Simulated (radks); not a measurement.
Values are calculated unless marked as measured or tabulated.
Species: Tm48+. Configuration: [Ar] 3d3 (the NIST ground configuration).

Code: a radial shooting solver on a logarithmic mesh with Libxc functionals. Model: scalar-relativistic Kohn-Sham, SCAN, spin-polarised, spherical densities, finite nucleus; open shells are filled with parallel spins first (spin-orbit coupling, left out, can overturn this in heavy ions); meta-GGA in the generalised Kohn-Sham scheme; Fermi nuclear charge, rms radius 5.2256 fm.

Energy parts (hartree):
| part | energy |
|---|---|
| total | -11535.7153 |
| kinetic | 12692.7598 |
| electron-nucleus | -25713.9111 |
| Hartree | 1664.4479 |
| exchange-correlation | -179.0119 |

Orbitals (lengths in bohr, moments of r in powers of bohr; <r^-3> diverges for s and p1/2; r(90%) holds 90 % of the orbital's charge):
orbital  occ.  eigenvalue (hartree)      <r^2>  r(90%)  <1/r>  <r^-3>
1s up       1             -2291.788  0.0005485  0.0363  79.08       -
1s down     1             -2291.768  0.0005485  0.0363  79.08       -
2s up       1             -476.9941   0.008392   0.130  18.56       -
2s down     1             -476.2366   0.008373   0.130  18.59       -
2p up       3             -434.1674   0.006828   0.122  17.06   15310
2p down     3             -433.5776   0.006808   0.121  17.08   15360
3s up       1             -178.3887    0.04956   0.303  7.290       -
3s down     1             -177.6050    0.04979   0.304  7.260       -
3p up       3             -165.3424    0.04862   0.304  6.837    3852
3p down     3             -164.5236    0.04888   0.305  6.809    3814
3d up       3             -151.5664    0.03845   0.279  6.490   523.2

The highest occupied level is 3d up at -4124.3 eV. Summed over all electrons, <r^2> = 0.5660 bohr^2, which gives a Langevin (diamagnetic) susceptibility term of -0.448 x 10^-6 cm^3/mol.

Empty levels of this run are not shown, since the potential may be unsettled where no density lies.
